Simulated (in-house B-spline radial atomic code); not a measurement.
wB97X excitations of the rhodium ion Rh⁴¹⁺

Method: wB97X. Computed with an all-electron radial atomic-structure program (B-spline basis): linear response of the closed shell [He] 2s2 with the functional's adiabatic kernel; non-relativistic, point nucleus, no spin-orbit coupling, no double excitations, S, P, D and F terms only.

Without relativity these are model numbers for so heavy an element.

Command:
```bash
python run_td.py task.json out
```
Settings (radii: box in bohr, nucleus in fm):
```
Z                        45
electrons                4
configuration            [He] 2s2
hamiltonian              nr
method                   wb97x
box_radius               3.13
intervals                48
```

Time taken, with all properties: 0.2 s on 1 thread of Arm Neoverse N1 (shared host).

The lowest states, in the order of their Tamm-Dancoff energies; the method's threshold (minus the highest occupied level) is 6181.38 eV. Labels give the largest channel, * marks a mixed state, and oscillator strengths are full-response dipole values. Semilocal kernels can invert the small singlet-triplet splittings of Rydberg terms. Energies in eV:

```tsv
state	full response	Tamm-Dancoff	oscillator strength
2s → 2p 3P	50.41	64.76	-
2s → 2p 1P	130.19	133.29	0.0746
2s → 3s 3S	3494.31	3494.55	-
2s → 3s 1S	3510.94	3511.15	-
2s → 3p 3P	3525.42	3525.71	-
2s → 3p 1P	?	?	?
2s → 3d 3D	3539.37	3539.63	-
2s → 3d 1D	?	?	-
2s → 4s 3S	4685.57	4685.64	-
2s → 4s 1S	4691.40	4691.45	-
```

(1) Where does 2s → 3p 1P lie?

(2) Where does 2s → 3d 1D lie?

(3) How large is the singlet-triplet splitting of 2s → 2p (P terms) in Tamm-Dancoff?

(4) What polarisabilities and dispersion coefficient does the method give?

Results:

(1) At 3530.65 eV in full response, 3530.89 eV in Tamm-Dancoff, oscillator strength 0.788.

(2) At 3553.61 eV in full response, 3553.79 eV in Tamm-Dancoff.

(3) 68.5 eV, from the unrounded values.

(4) Dipole 0.003325 bohr³, quadrupole 4.868e-06 bohr⁵, C6 4.164e-05 hartree·bohr⁶ for two such species.
